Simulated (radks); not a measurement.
Results of a calculation; reference values are marked as such.
All-electron atom: Au VIII in [Xe] 4f14 5d4.

Code: a radial shooting solver on a logarithmic mesh with Libxc functionals. Model: Dirac Kohn-Sham, PBE, spin-unpolarised, spherical densities, finite nucleus; open shells fill j = l - 1/2 first; Fermi nuclear charge, rms radius 5.4371 fm.

Energy parts (eV):
part                       energy
total                  -517866.55
kinetic                 594606.61
electron-nucleus      -1296328.12
Hartree                 193695.51
exchange-correlation     -9840.56

Orbitals (lengths in bohr, moments of r in powers of bohr; r(max) is where P^2 peaks; r(90%) holds 90 % of the orbital's charge):
| orbital | occ. | eigenvalue (eV) | r(90%) | r(max) |
|---|---|---|---|---|
| 1s1/2 | 2 | -80718.53 | 0.0308 | 0.01042 |
| 2s1/2 | 2 | -14321.51 | 0.110 | 0.06039 |
| 2p1/2 | 2 | -13742.15 | 0.0967 | 0.04446 |
| 2p3/2 | 4 | -11906.69 | 0.108 | 0.05184 |
| 3s1/2 | 2 | -3462.682 | 0.270 | 0.1699 |
| 3p1/2 | 2 | -3201.245 | 0.261 | 0.1586 |
| 3p3/2 | 4 | -2796.151 | 0.283 | 0.1735 |
| 3d3/2 | 4 | -2360.649 | 0.256 | 0.1352 |
| 3d5/2 | 6 | -2273.563 | 0.263 | 0.1393 |
| 4s1/2 | 2 | -835.8954 | 0.584 | 0.3832 |
| 4p1/2 | 2 | -724.1761 | 0.595 | 0.3814 |
| 4p3/2 | 4 | -626.9785 | 0.643 | 0.4122 |
| 4d3/2 | 4 | -443.8199 | 0.674 | 0.4050 |
| 4d5/2 | 6 | -425.7021 | 0.690 | 0.4145 |
| 5s1/2 | 2 | -212.9344 | 1.29 | 0.8440 |
| 4f5/2 | 6 | -190.6656 | 0.789 | 0.3729 |
| 4f7/2 | 8 | -186.8263 | 0.800 | 0.3775 |
| 5p1/2 | 2 | -175.6432 | 1.39 | 0.8880 |
| 5p3/2 | 4 | -157.6667 | 1.50 | 0.9614 |
| 5d3/2 | 4 | -104.0892 | 1.83 | 1.108 |
| 5d5/2 | 0 | -101.6399 | 1.87 | 1.134 |

The highest occupied level is 5d3/2 at -104.09 eV. The electron density at the nucleus is 2.143e+06 e/bohr^3.
